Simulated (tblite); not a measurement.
C₅H₈NOSi (doublet state).
SMILES with atom numbers: `[N:1]#[C:2][C@@H:3]1[CH2:4][CH2:5][CH:6][Si@H:7]1[OH:8]` (hydrogens: H9 on C3; H10, H11 on C4; H12, H13 on C5; H14 on C6; H15 on Si7; H16 on O8)

Structure optimised with GFN2-xTB, isolated species. This method treats the open shell by occupation alone, without spin polarisation.

Question: What internal coordinates does the optimisation give?

Answer: 
| bond | length (Å) | order |
| --- | --- | --- |
| N1≡C2 | 1.146 | triple |
| C2–C3 | 1.424 | single |
| C3–C4 | 1.535 | single |
| C4–C5 | 1.533 | single |
| C5–C6 | 1.480 | single |
| C6–Si7 | 1.850 | single |
| Si7–O8 | 1.625 | single |
| C3–Si7 | 1.935 | single |
| C3–H9 | 1.096 | single |
| C4–H10 | 1.092 | single |
| C4–H11 | 1.092 | single |
| C5–H12 | 1.095 | single |
| C5–H13 | 1.100 | single |
| C6–H14 | 1.077 | single |
| Si7–H15 | 1.455 | single |
| O8–H16 | 0.954 | single |

Orders are formal, as drawn. A selection of angles:
| angle | degrees |
| --- | --- |
| N1–C2–C3 | 178.5 |
| C2–C3–C4 | 111.6 |
| C2–C3–Si7 | 113.2 |
| C4–C3–Si7 | 103.6 |
| C3–C4–C5 | 108.8 |
| C4–C5–C6 | 109.4 |
| C5–C6–Si7 | 112.9 |
| C6–Si7–O8 | 118.6 |
| C3–Si7–C6 | 89.4 |
| C3–Si7–O8 | 116.5 |
| H16–O8–Si7 | 123.7 |

Torsions: C2–C3–C4–C5 -164° (antiperiplanar); C3–C4–C5–C6 35° (synclinal); C4–C5–C6–Si7 -11° (synperiplanar); C5–C6–Si7–O8 -132° (anticlinal); C2–C3–Si7–C6 151° (antiperiplanar); H16–O8–Si7–C6 48° (synclinal).

The 4 C–C bonds span 1.424 Å (C2–C3, drawn single) to 1.535 Å (C3–C4, drawn single), a spread of 0.111 Å. The 2 C–Si bonds span 1.850 Å (C6–Si7, drawn single) to 1.935 Å (C3–Si7, drawn single), a spread of 0.085 Å. The 5-membered ring C3–C4–C5–C6–Si7 has internal angles of 89.4° to 112.9° (sum 524°, against 540° for a flat polygon); it is puckered, 0.19 Å rms from its mean plane, widest ring torsion 42°. C6 (carbon bonded to C, Si and H) is planar (angles 128.7°, 118.3° and 112.9°, sum 360.0°, 0.00 Å off the plane of its three neighbours). Si7 (silicon bonded to 2 C, O and H) has angles from 89.4° to 120.2°.

Point group: C1 (no symmetry element, even within 0.4 Å). Its GFN2-xTB frequencies are all real (lowest 81 cm⁻¹). Torsions: C6–Si7–O8–H 48°, C2–C3–C4–C5 -164°, C3–C4–C5–C6 35°, C4–C5–C6–Si7 -11°, C5–C6–Si7–O8 -132°.

One conformer stands for the species.

These are computed values.
